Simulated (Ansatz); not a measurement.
Reaction (redistribution): `NB(N)Cl` + `C=N[SiH2]O[SiH3]` → `NB(Cl)O[SiH3]` + `C=N[SiH2]N`

Gas-phase electronic energies from Ansatz, PBE0-D4/def2-TZVP geometries. CCSD(T)/CBS adds triple-zeta CCSD(T) − MP2 to the extrapolated MP2 energy (def2 sets, frozen cores). Functionals use def2-TZVPP. B3LYP here is the variant with VWN-RPA as its local correlation; programs differ in this. One conformer a species, not always the lowest.

(1) Is it downhill or uphill in electronic energy at CCSD(T)/CBS, and by how much? (Estimate.)

(2) What do these levels give: revPBE-D4, r2SCAN-D4, PBE0-D4, B3LYP-D4, CAM-B3LYP-D4, ωB97M-V, PBE-QIDH, BHLYP, CAM-B3LYP, MP2/def2-TZVPP, SCS-MP2/def2-TZVPP, MP2/CBS(def2)? (Best estimate.)

(3) What do rigid-rotor, harmonic-oscillator terms from PBE0-D4/def2-TZVP frequencies (298.15 K, 1 bar) make of the CCSD(T)/CBS value? (Best estimate.)

Largest T1 diagnostic among the species: 0.013.

## Answers

(1) Computed: Uphill: ΔE = +0.43 eV.

(2) The calculation gave: revPBE-D4 0.40, r2SCAN-D4 0.43, PBE0-D4 0.42, B3LYP-D4 0.44, CAM-B3LYP-D4 0.45, ωB97M-V 0.42, PBE-QIDH 0.43, BHLYP 0.45, CAM-B3LYP 0.44, MP2/def2-TZVPP 0.43, SCS-MP2/def2-TZVPP 0.43, MP2/CBS(def2) 0.44 eV.

(3) Computed: ΔZPE = -0.02 eV, ΔH = +0.40 eV, ΔS = -3 J/(mol·K), ΔG = +0.41 eV. Modes under 50 cm⁻¹ make the entropy rough.

In def2-TZVPP, CCSD(T) changes the Hartree–Fock value by −0.06 eV (the triples alone add −0.01 eV) and MP2 by −0.04 eV. Leaving LDA and LC-ωPBE aside and taking each functional with its dispersion term where it has one, the values, not all of them listed here, spread over 0.08 eV, from B97M-V to BHLYP-D4. At CCSD(T), def2-SVP lies −0.06 eV from the extrapolated value and def2-TZVPP −0.01 eV.
